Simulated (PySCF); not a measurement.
**Worked example: entropy of an ideal gas**

Si(H)2(Me)(PH2) (CH7PSi), SMILES [SiH2](P)C.

Geometry optimised at PBE-D3(BJ)/def2-SVP. One conformer was computed; it need not be the lowest.

PBE-D3(BJ)/def2-SVP in PySCF gives the harmonic wavenumbers 139, 165, 168, 394, 422, 555, 576, 671, 745, 767, 857, 859, 897, 1048, 1212, 1382, 1383, 2150, 2157, 2303, 2321, 2975, 3076, 3082 cm⁻¹ and the rotational temperatures 0.6808, 0.1560, 0.1366 K. The molar mass is 78.13 g/mol, the symmetry number 1, the spin multiplicity 1.

Problem. Work out the entropy at 298.15 K and 1 atm in the rigid-rotor, harmonic-oscillator model.

Solution. 
Translation (Sackur–Tetrode at 1 atm): S = R[1.5 ln M + 2.5 ln T − 1.16487] = 163.1 J/(mol K).
Rotation: q = (√π/σ) T^1.5/√(θA θB θC) = 75800, S = R[ln q + 3/2] = 105.9 J/(mol K).
Vibration: with u = 1.4388 ν/T, each mode gives R[u/(e^u − 1) − ln(1 − e^−u)]:
| ν (cm⁻¹) | modes | u | S (J/(mol K)) |
|---|---|---|---|
| 139 | 1 | 0.67 | 11.79 |
| 165 | 1 | 0.80 | 10.43 |
| 168 | 1 | 0.81 | 10.28 |
| 394 | 1 | 1.90 | 4.12 |
| 422 | 1 | 2.04 | 3.70 |
| 555 | 1 | 2.68 | 2.23 |
| 576 | 1 | 2.78 | 2.06 |
| 671 | 1 | 3.24 | 1.43 |
| 745 | 1 | 3.60 | 1.08 |
| 767 | 1 | 3.70 | 0.99 |
| 857 | 1 | 4.14 | 0.69 |
| 859 | 1 | 4.15 | 0.69 |
| 897 | 1 | 4.33 | 0.59 |
| 1048 | 1 | 5.06 | 0.32 |
| 1212 | 1 | 5.85 | 0.16 |
| 1382 | 1 | 6.67 | 0.08 |
| 1383 | 1 | 6.67 | 0.08 |
The stiffer modes add less than 0.005 each. Sum 50.7 J/(mol K).
Spin: R ln 1 = 0.0 J/(mol K).
Total 319.7 J/(mol K); the program's own thermochemistry gives 319.7. Translation makes up 51 % and vibration 16 %. Anharmonicity, hindered rotation and orbital degeneracy are left out.
